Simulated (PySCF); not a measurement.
Assignment exercise: C7H8ClN

Molfile (atoms numbered from 1):
```
C7H8ClN
     RDKit          3D

 17 16  0  0  0  0  0  0  0  0999 V2000
   -2.4422    1.0462    0.0250 C   0  0  0  0  0  0  0  0  0  0  0  0
   -1.2105    0.1909    0.3149 C   0  0  0  0  0  0  0  0  0  0  0  0
   -0.7216   -0.4900   -0.9189 C   0  0  0  0  0  0  0  0  0  0  0  0
    0.5423   -0.7448   -1.2649 C   0  0  0  0  0  0  0  0  0  0  0  0
    1.7320   -0.4567   -0.4912 C   0  0  0  0  0  0  0  0  0  0  0  0
    3.1235   -0.0400   -1.4392 Cl  0  0  0  0  0  0  0  0  0  0  0  0
    1.8421   -0.5178    0.8485 C   0  0  0  0  0  0  0  0  0  0  0  0
    3.0294   -0.2286    1.5374 C   0  0  0  0  0  0  0  0  0  0  0  0
    3.9902    0.0087    2.1187 N   0  0  0  0  0  0  0  0  0  0  0  0
   -2.7932    1.5238    0.9363 H   0  0  0  0  0  0  0  0  0  0  0  0
   -3.2494    0.4370   -0.3756 H   0  0  0  0  0  0  0  0  0  0  0  0
   -2.2029    1.8217   -0.6989 H   0  0  0  0  0  0  0  0  0  0  0  0
   -1.4766   -0.5685    1.0582 H   0  0  0  0  0  0  0  0  0  0  0  0
   -0.4209    0.8134    0.7406 H   0  0  0  0  0  0  0  0  0  0  0  0
   -1.4992   -0.7715   -1.6172 H   0  0  0  0  0  0  0  0  0  0  0  0
    0.7406   -1.1716   -2.2388 H   0  0  0  0  0  0  0  0  0  0  0  0
    1.0094   -0.8400    1.4553 H   0  0  0  0  0  0  0  0  0  0  0  0
  1  2  1  0
  2  3  1  0
  3  4  2  0
  4  5  1  0
  5  6  1  0
  5  7  2  0
  7  8  1  0
  8  9  3  0
  1 10  1  0
  1 11  1  0
  1 12  1  0
  2 13  1  0
  2 14  1  0
  3 15  1  0
  4 16  1  0
  7 17  1  0
M  END
```

Calculated, not measured (PySCF 2.14.0 with density-fitted response routines): σ from GIAO-PBE0/pcSseg-1, coordinates at the GFN2-xTB level. No solvent, non-relativistic Hamiltonian, averaged over atoms made equivalent by symmetry, fast rotation or ring inversion, a single conformation.

Chemical shifts δ = σref − σ; 13C (σ = 186.93 ppm), 1H (σ = 31.72 ppm) against TMS, all at this level.

(1) Assign these signals to the numbered atoms. 13C{1H} NMR (computed): δ 164.0, 153.0, 134.0, 120.0, 105.1, 28.1, 16.6.

(2) Assign these signals to the numbered atoms. 1H NMR (300 MHz, computed): δ 6.21 (m, 1H), 6.19 (m, 1H), 5.21 (s, 1H), 2.32 (m, 2H), 1.19 (t, 3H).

Results:

(1) 
164.0 → C5, fully substituted alkene carbon: an sp2 carbon of a C=C bond
153.0 → C3, alkene CH: as expected for a trigonal carbon in a double bond
134.0 → C4, alkene CH
120.0 → C8, nitrile carbon: C≡N carbons fall here, among the sp2 signals but without a proton
105.1 → C7, alkene CH: the olefinic region
28.1 → C2, allylic sp3 CH2: saturated and bonded to C and H only
16.6 → C1, methyl carbon: aliphatic region, no heteroatom directly attached

(2) 
```tsv
δ (ppm)	atoms	environment	reason
6.21	H16	hydrogen on an alkene CH	attached to an sp2 carbon and in the plane of the double bond
6.19	H15	hydrogen on an alkene CH	–
5.21	H17	hydrogen on an alkene CH	–
2.32	H13/H14	hydrogen on an allylic sp3 CH2	allylic position
1.19	H10/H11/H12	hydrogen on a methyl carbon	–
```

H16 and H15 lie closer than the usual error of such a calculation, so a measured spectrum could show them in the other order.

Carbons that carry Cl, above all several Cl atoms, come out too deshielded, partly because spin–orbit coupling is missing. Shifts are as computed. Against solution values, carbons near 30 ppm lie about +3 ppm off and those near 130 ppm about +5 ppm; carbons on Cl a further +6 ppm (rms about the fit 2.1 ppm; single classes can miss by 10 ppm). Of 1328 compounds with measured shifts, 309 miss one by over three times the rms of a fit or turn the order of signals round; such compounds aren't used in these exercises. Signals without a measured value on file couldn't be tested in this way; 1H shifts scatter by 0.2 ppm about their fit, and single ones miss by 0.5 ppm. No couplings were computed; multiplicities are counted from neighbouring protons, with m where these are inequivalent, close in shift, in a saturated or five-membered ring or joined by F or P, and br s for small geminal =CH2 splittings.
